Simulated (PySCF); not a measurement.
B3LYP has the VWN-RPA correlation part, as in Gaussian. Delta-SCF ions had no search for a lower state. Excitations are Tamm–Dancoff values on a coarser integration grid. The basis has no diffuse functions, so Rydberg states are missing or too high.

Z-matrix (Å, degrees):
```
N
C 1 1.4608
H 2 1.0977 1 109.65
H 2 1.0983 3 108.36 1 -119.64
H 2 1.1062 3 109.04 4 -118.48
C 1 1.4608 2 110.53 3 -179.34
H 6 1.0977 1 109.65 2 57.98
H 6 1.0983 7 108.37 1 -119.63
H 6 1.1062 7 109.05 8 -118.49
C 1 1.4608 2 110.53 3 57.98
H 10 1.0977 1 109.64 2 -179.37
H 10 1.0983 11 108.37 1 -119.64
H 10 1.1062 11 109.04 12 -118.48
Ga 1 2.2063 2 108.39 3 -60.69
C 14 1.9965 1 100.66 2 52.03
H 15 1.1021 14 113.26 1 -70.01
H 15 1.1029 16 108.08 3 -66.74
H 15 1.1031 16 106.65 17 -113.92
C 14 1.9965 15 116.67 16 37.76
H 19 1.1021 14 113.25 15 -177.96
H 19 1.1029 20 108.08 7 -66.61
H 19 1.1031 20 106.65 21 -113.92
C 14 1.9965 15 116.66 16 -177.78
H 23 1.1021 14 113.26 15 37.69
H 23 1.1029 24 108.08 11 -66.68
H 23 1.1031 24 106.65 25 -113.92
```
Charge 0, spin multiplicity 1.

### Question
What LUMO, total energy, T1 excitation (TDA), vertical ionisation energy (Delta-SCF), S1 oscillator strength, charge on the central atom (meta-Löwdin), charge on the central atom (Mulliken) and S1 excitation (TDA) does PySCF 2.14.0 with B3LYP-D3(BJ)/def2-TZVP // PBE0-D3(BJ)/def2-SVP give?

### Answer

| Property | Value |
|---|---|
| LUMO | 0.32 eV |
| total energy | -2219.3080 Ha |
| T1 excitation (TDA) | 5.95 eV |
| vertical ionisation energy (Delta-SCF) | 8.51 eV |
| S1 oscillator strength | 0.039 |
| charge on the central atom (meta-Löwdin) | 0.54 e |
| charge on the central atom (Mulliken) | 0.41 e |
| S1 excitation (TDA) | 6.10 eV |
